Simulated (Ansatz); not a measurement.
Calculated with Ansatz (gas phase, PBE0-D4/def2-TZVP geometries, no zero-point term in ΔE). CCSD(T)/CBS adds triple-zeta CCSD(T) − MP2 to the extrapolated MP2 energy (def2 sets, frozen cores). This one scheme is used for every species. DFT in def2-TZVPP. B3LYP here is the variant with VWN-RPA as its local correlation; programs differ in this. Each species was taken in one conformer, which may not be the lowest.

`BC(O)[SiH2]C` + `N=CO` → `COC=N` + `BC(O)[SiH3]`  (substitution at a C–Si bond)

```tsv
level	ΔE (kJ/mol)	difference from CCSD(T)/CBS
PBE-D4	86.8	-2.4
r2SCAN-D4	88.6	-0.6
PBE0-D4	89.3	0.1
B3LYP-D4	84.7	-4.5
ωB97X-V	84.8	-4.4
ωB97M-V	89.6	0.4
B2PLYP	84.9	-4.3
r2SCAN	87.9	-1.3
HF/def2-TZVPP	79.0	-10.2
MP2/def2-TZVPP	92.4	3.2
SCS-MP2/def2-TZVPP	86.1	-3.1
CCSD(T)/def2-TZVPP	86.7	-2.5
HF/def2-QZVPP	78.6	-10.6
HF/CBS(def2)	78.6	-10.6
MP2/CBS(def2)	95.0	5.8
CCSD/CBS(def2)	89.5	0.3
CCSD(T)/CBS	89.2	0
```

Largest T1 diagnostic among the species: 0.014.

In def2-TZVPP, CCSD(T) changes the Hartree–Fock value by +7.6 kJ/mol (the triples alone add −0.2 kJ/mol) and MP2 by +13.4 kJ/mol.
